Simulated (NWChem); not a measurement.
# C3H4FNSi; SMILES F[Si@H]1C=CC=N1

```xyz
10

F      0.0599    -2.0268    -0.5819
Si     0.0167    -0.7435     0.4058
C      1.3370     0.5377     0.0488
C      0.6342     1.6493    -0.2353
C     -0.8576     1.4553    -0.2164
N     -1.3585     0.3110     0.0480
H     -0.0247    -1.2584     1.7971
H      2.4278     0.5134     0.0801
H      1.0652     2.6294    -0.4679
H     -1.5068     2.3218    -0.4365
```
Atoms are numbered in this order, from 1.

All runs: NWChem. Pople sets run with spherical d functions. All runs use the structure optimised with PBE0/def2-SVP. Level: M06-2X/6-31G* with SMD (1 M gas to 1 M solution), gas-phase geometry. Reactions with the solvent are ignored.

**Question.** Among these, which solvent gives the lowest value of “solvation free energy (kcal/mol)”?
A. tetrahydrofuran
B. cyclohexane
C. water
D. dimethyl sulfoxide

**Answer.** A, tetrahydrofuran. Values: tetrahydrofuran -4.6; dimethyl sulfoxide -3.9; cyclohexane -3.1; water -2.9
